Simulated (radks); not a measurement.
The numbers below are computed, except where a source is named.
The fluorine anion F-, [Ne], held by a Watson sphere: a shell of charge +1.16 at radius R that stands for the Madelung well of a crystal (potential energy -1.16/R inside, -1.16/r outside, in hartree with lengths in bohr). Code: a radial shooting solver on a logarithmic mesh with Libxc functionals. Model: scalar-relativistic Kohn-Sham, LDA (Slater exchange, Perdew-Wang correlation), spin-polarised, spherical densities, finite nucleus; Fermi nuclear charge, rms radius of each element as measured or else 0.836 A^(1/3) + 0.57 fm. Response by self-consistent Sternheimer equations with the Hartree and adiabatic LDA kernel, the relativistic mass of each level held fixed and spin-orbit coupling left out. The sphere does not respond.

R (bohr)  e(1s) (eV)  e(2s) (eV)  e(2p) (eV)  <r> 2p (bohr)  sum of <r^2> (bohr^2)  X-ray form factor at sin(theta)/lambda = 0.2 1/angstrom  alpha (bohr^3)
2.3          -655.37     -28.045     -10.094          1.234                  15.35                                                    6.935           8.438
2.6          -654.71     -27.100      -9.196          1.253                  15.89                                                    6.900           9.793
2.82         -654.23     -26.492      -8.607          1.264                  16.23                                                    6.881           10.81
3.04         -653.78     -25.945      -8.070          1.273                  16.53                                                    6.867           11.84
3.65         -652.67     -24.684      -6.818          1.293                  17.21                                                    6.845           14.67
3.87         -652.32     -24.303      -6.437          1.298                  17.41                                                    6.840           15.66
